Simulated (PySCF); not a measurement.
A structure optimised at PBE-D3(BJ)/def2-SVP, used in a PySCF frequency run:

```xyz
11

B     -0.7487    -0.6323     0.0000
H     -1.8818    -1.0953     0.0000
C      0.4451    -1.6497     0.0000
H      1.4687    -1.2257     0.0000
H      0.3446    -2.3278     0.8774
H      0.3446    -2.3278    -0.8774
C     -0.5953     0.9200     0.0000
C      0.6029     1.5530     0.0000
H     -1.4987     1.5582     0.0000
H      0.6993     2.6533     0.0000
H      1.5510     0.9867     0.0000
```
Charge 0, spin multiplicity 1.

Problem. Write its SMILES, formula and point group.

Solution. C=CBC, C3H7B, Cs

Problem. What are its rotational constants (standard atomic weights)?

Solution. 17.003, 4.9622, 3.9340 GHz
